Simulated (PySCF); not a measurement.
F2Si, SMILES F[Si]F (connectivity only; charge and spin as stated), charge +1, multiplicity 2.

The structure is a stationary point at B3LYP-D3(BJ)/def2-TZVP. The isomer is the one that the SMILES or the coordinates give; other isomers of the formula were not compared.

These are TDA-LC-ωPBE/def2-TZVPD (PySCF 2.14.0) values and carry that method's errors.

Vertical excitations. 

### Question
Give excitation energies, oscillator strengths and character. (An estimate is asked for; the answer gives what the named calculation found.)

### Answer

```json
[
 {"state": "root 1", "energy (eV)": "5.16", "λ (nm)": "240", "f": "0.075", "main pairs": "α HOMO→LUMO 96 %"},
 {"state": "root 2", "energy (eV)": "6.22", "λ (nm)": "199", "f": "0.000", "main pairs": "β HOMO→LUMO 97 %"},
 {"state": "root 3", "energy (eV)": "6.47", "λ (nm)": "192", "f": "0.000", "main pairs": "β HOMO−1→LUMO 97 %"},
 {"state": "root 4", "energy (eV)": "7.18", "λ (nm)": "173", "f": "0.014", "main pairs": "β HOMO−2→LUMO 93 %"},
 {"state": "root 5", "energy (eV)": "7.18", "λ (nm)": "173", "f": "0.030", "main pairs": "β HOMO−3→LUMO 94 %"},
 {"state": "root 6", "energy (eV)": "8.07", "λ (nm)": "154", "f": "0.011", "main pairs": "α HOMO−2→LUMO 12 %, β HOMO−4→LUMO 84 %"},
 {"state": "root 7", "energy (eV)": "8.61", "λ (nm)": "144", "f": "0.079", "main pairs": "α HOMO→LUMO+1 86 %"},
 {"state": "root 8", "energy (eV)": "8.77", "λ (nm)": "141", "f": "0.000", "main pairs": "α HOMO−1→LUMO 97 %"},
 {"state": "root 9", "energy (eV)": "8.91", "λ (nm)": "139", "f": "0.041", "main pairs": "α HOMO→LUMO+2 51 %, α HOMO−2→LUMO 39 %"},
 {"state": "root 10", "energy (eV)": "9.31", "λ (nm)": "133", "f": "0.002", "main pairs": "α HOMO−3→LUMO 48 %, β HOMO−5→LUMO 43 %"}
]
```
Unrestricted roots are not spin-pure.
